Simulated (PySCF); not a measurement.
Isomers of C8H12Si, one GFN2-xTB conformer each. Single-point energies are computed at PBE0/pcSseg-1 (PySCF, gas phase, no added dispersion term), electronic only.

Question: Rank them by PBE0/pcSseg-1 energy, lowest first (kJ/mol).
A. `C[C@@H]1[SiH2]CC2=C1C=CC2`
B. `[CH2:1]=[CH:2][Si:3]([CH:4]=[CH2:5])([CH:6]=[CH2:7])[CH:8]=[CH2:9]` with C1–C2–Si3–C4 133°, C2–Si3–C4–C5 -144°, C2–Si3–C6–C7 -130°, C2–Si3–C8–C9 -128° (tetravinylsilane)
C. `[SiH3:1][CH2:2][C:3]1=[CH:4][CH:5]=[CH:6][C:7]12[CH2:8][CH2:9]2` with Si1–C2–C3–C4 81°
D. `[CH3:1][Si@@H:2]1[CH:3]=[CH:4][CH:5]=[C:6]1[CH:7]1[CH2:8][CH2:9]1` with C5–C6–C7–C8 -37°
E. `[CH:1]#[C:2][C@:3]([CH3:4])([C:5]#[C:6][CH3:7])[SiH2:8][CH3:9]` with C2–C3–Si8–C9 59°
F. `[CH3:1][c:2]1[cH:3][cH:4][c:5]([CH2:6][SiH3:7])[cH:8][cH:9]1` with C4–C5–C6–Si7 -89°
G. `[CH:1]#[C:2][SiH:3]([CH2:4][CH:5]=[CH2:6])[CH2:7][CH:8]=[CH2:9]` with C2–Si3–C4–C5 64°, Si3–C4–C5–C6 108°, C2–Si3–C7–C8 62°, Si3–C7–C8–C9 107°
H. `[CH2:1]=[CH:2][C:3]1=[CH:4][SiH2:5][C@H:6]2[CH2:7][C@@H:8]1[CH2:9]2` with C1–C2–C3–C4 180°

Answer: F (0.0), A (70.9), D (147.7), H (172.5), C (175.6), B (242.3), G (274.2), E (353.2).

As drawn, the lowest has an aromatic ring, which the highest lacks; the highest has a C≡C bond, which the lowest lacks. Neighbours under 10 kJ/mol apart (C=CC1=C[SiH2][C@H]2C[C@@H]1C2 and [SiH3]CC1=CC=CC12CC2) can change places with a better method, another conformer or zero-point energy. GFN2-xTB itself gives, in the same order: 0.0, 81.6, 222.7, 170.3, 125.3, 465.5, 392.7, 349.8. Both levels put the same isomer lowest; measured from each level's own lowest isomer, the values differ by up to 223.2 kJ/mol (C=C[Si](C=C)(C=C)C=C: 465.5 against 242.3).

Question: Which frontier levels, dipoles and rotational constants go with these structures?

Answer: 
```csv
SMILES,"HOMO (eV, PBE0/pcSseg-1)",LUMO (eV),dipole (D),"A, B, C (MHz)"
Cc1ccc(C[SiH3])cc1,-6.55,-0.12,0.36,"3644, 694.2, 652.6"
C[C@@H]1[SiH2]CC2=C1C=CC2,-5.95,-0.35,0.48,"2317, 1247, 873.5"
C[Si@@H]1C=CC=C1C1CC1,-6.00,-1.28,0.88,"2233, 1018, 787.2"
C=CC1=C[SiH2][C@H]2C[C@@H]1C2,-6.66,-1.11,0.78,"2603, 1119, 898.6"
[SiH3]CC1=CC=CC12CC2,-5.80,-0.53,1.12,"2121, 1092, 839.6"
C=C[Si](C=C)(C=C)C=C,-7.67,-0.60,0.28,"1328, 1034, 1024"
C#C[SiH](CC=C)CC=C,-6.91,-0.01,0.47,"1550, 903.8, 672.2"
C#C[C@](C)(C#CC)[SiH2]C,-6.94,0.66,0.92,"1464, 968.6, 830.7"
```
